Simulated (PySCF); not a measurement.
# [Ce(SH)2]+ at several levels of theory

Computed with PySCF 2.14.0 (density fitting, no spin-orbit coupling) at the geometry relaxed with PBE:

```xyz
5
[Ce(SH)2]+ (singlet in the valence; each metal's 4f electrons, 1 of them, lie in its core potential, out of spins and levels)
Ce   -0.3691   -1.5028    0.4100
S    -0.0170    0.4859    2.0527
H     0.2572    1.4242    1.0960
S    -0.0170   -0.6240   -2.0150
H     0.2572    0.6702   -1.6674
```

```tsv
level	basis	state	HOMO (eV)	gap (eV)	charge on Ce1 (e)	population of f-type functions on Ce1 (polarisation alone where 4f lies in the core)	dipole about the centre of mass (D)	largest force component (eV/Å)
PBE	Ce lcecp-1-SVP with ECP47, S def2-SVP, H def2-SVP	singlet	-10.90	3.07	1.07	0.03	3.83	0.01
PBE	Ce lcecp-1-TZVP with ECP47, S def2-TZVP, H def2-TZVP	singlet	-10.82	3.07	1.37	0.04	4.19	0.22
```

In the lcecp rows the 4f levels are missing from HOMO and gap, and the state counts the valence alone.

Charges are Mulliken's, which hang on the basis. The relaxation used the grid (50, 194), these runs (75, 302) or, all-electron (x2c bases, spin-free X2C Hamiltonian), (99, 590).

Task: Order these levels, in the first row's basis, by the HOMO–LUMO gap they give here, smallest first.
A. HF
B. r2SCAN
C. BP86
D. wB97X

Result: C (3.21 eV), B (3.66 eV), D (8.92 eV), A (9.42 eV).

Task: And their other results?

Result: 
```tsv
level	state	HOMO (eV)	gap (eV)	charge on Ce1 (e)	population of f-type functions on Ce1 (polarisation alone where 4f lies in the core)	dipole about the centre of mass (D)	largest force component (eV/Å)
BP86	singlet	-10.99	3.21	1.08	0.03	3.87	0.05
r2SCAN	singlet	-11.13	3.66	1.19	0.03	4.29	0.26
HF	singlet	-14.31	9.42	1.46	0.04	6.06	0.79
wB97X	singlet	-14.14	8.92	1.25	0.04	5.22	0.41
```

In the first row's basis the gap widens with exact exchange: 3.1 to 3.7 eV for PBE, BP86, r2SCAN (none); 8.9 to 9.4 eV for wB97X, Hartree–Fock (rising or full at long range).

An lcecp potential fixes the number of 4f electrons, so in runs with it no electron can move into or out of that shell.
